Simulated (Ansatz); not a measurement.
Cartesian coordinates (Å):
```xyz
8

C     -1.2172    -0.4334     0.3016
C     -0.0056     0.1128     0.2187
O      0.1807     1.3590    -0.3004
S      1.4394    -0.7113     0.8340
H     -2.0900     0.1508     0.0386
H     -1.3360    -1.4576     0.6185
H      1.0125     1.7089     0.0448
H      2.1639    -0.5966    -0.2978
```
Charge 0, spin multiplicity 1.

The numbers are results of Ansatz (a first-principles code) with frozen-core CCSD(T)/cc-pVTZ // r2SCAN-D4/def2-TZVP, not measurements.

```
Property                       Result
----------------------  -------------
HF energy               -550.50044 Ha
MP2 correlation energy    -0.74268 Ha
```

Task: Estimate the CCSD correlation energy, the (T) correction, the total energy and the T1 diagnostic.

Result: 
* **CCSD correlation energy**: -0.77332 Ha
* **(T) correction**: -0.03497 Ha
* **CCSD(T) total energy**: -551.30873 Ha
* **T1 diagnostic**: 0.012
